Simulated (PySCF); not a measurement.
Compound: CH10ClPSi3.
SMILES with atom numbers: `[SiH3:1][P:2]([SiH3:3])[SiH2:4][CH2:5][Cl:6]` (hydrogens: H7, H8, H9 on Si1; H10, H11, H12 on Si3; H13, H14 on Si4; H15, H16 on C5)

A linear-response calculation (PySCF, def2-SVPD basis, gas phase, vertical, core orbitals frozen in the response) gave these numbers; the functional is withheld.

Orbital energies (eV): HOMO-3 -8.52, HOMO-2 -8.38, HOMO-1 -7.98, HOMO -7.12, LUMO -0.67, LUMO+1 -0.30, LUMO+2 -0.27.

```json
{"state": "S1", "E (eV)": "5.61", "f": "0.025", "main configurations (H = HOMO, L = LUMO)": "H→L (90%)"}
{"state": "S2", "E (eV)": "5.91", "f": "0.038", "main configurations (H = HOMO, L = LUMO)": "H→L+1 (87%), H→L+2 (10%)"}
{"state": "S3", "E (eV)": "5.98", "f": "0.019", "main configurations (H = HOMO, L = LUMO)": "H→L+2 (81%)"}
{"state": "S4", "E (eV)": "6.15", "f": "0.0087", "main configurations (H = HOMO, L = LUMO)": "H→L+3 (62%), H→L+4 (23%)"}
{"state": "S5", "E (eV)": "6.34", "f": "0.0017", "main configurations (H = HOMO, L = LUMO)": "H-1→L (45%), H→L+4 (25%), H→L+3 (14%)"}
{"state": "S6", "E (eV)": "6.38", "f": "0.030", "main configurations (H = HOMO, L = LUMO)": "H-1→L (37%), H→L+4 (31%), H→L+3 (16%)"}
```

Triplets, Tamm–Dancoff:

```tsv
state	E (eV)	λ (nm)	main configurations (H = HOMO, L = LUMO)
T1	5.14	241.3	H→L (82%), H→L+4 (10%)
T2	5.36	231.2	H→L+1 (46%), H→L+2 (30%), H→L+3 (15%)
T3	5.61	221.1	H→L+1 (48%), H→L+2 (36%), H→L+3 (10%)
T4	5.82	213.1	H→L+3 (41%), H→L+4 (27%), H→L+2 (12%)
```

Vertical ionisation energy by ΔSCF with the same functional: 9.00 eV. Mean static polarisability: 140.5 au.

Task: Which of these was used?
A. HF
B. PBE
C. B3LYP
D. wB97X-D

Result: C. B3LYP is a global hybrid with 20% exact exchange. In this run −ε(HOMO) = 7.12 eV differs from the ΔSCF value by -1.88 eV, and S1 differs from the orbital gap of 6.45 eV by -0.84 eV. The ratio −ε(HOMO)/IP is 0.79. Usual ranges for neutral molecules in this basis: 0.67 to 0.83 with B3LYP, 0.5 to 0.7 with PBE, 0.89 to 0.99 with wB97X-D; with Hartree–Fock the ratio is 1 or more (Koopmans' value less the relaxation energy is the ΔSCF value).

Computed with TDDFT B3LYP/def2-SVPD, vertical, gas phase, core orbitals frozen in the response in PySCF 2.14.0, density-fitted response routines. One conformer (not necessarily the lowest) at the PBE0-D3(BJ)/def2-SVP geometry, without solvent, vibrations or thermal averaging.

On one thread, x86-64 server, shared host, this took 2.4 min.

Conformer computed: `[SiH3:1][P:2]([SiH3:3])[SiH2:4][CH2:5][Cl:6]`: Si1–P2–Si4–C5 -78°, P2–Si4–C5–Cl6 62°.
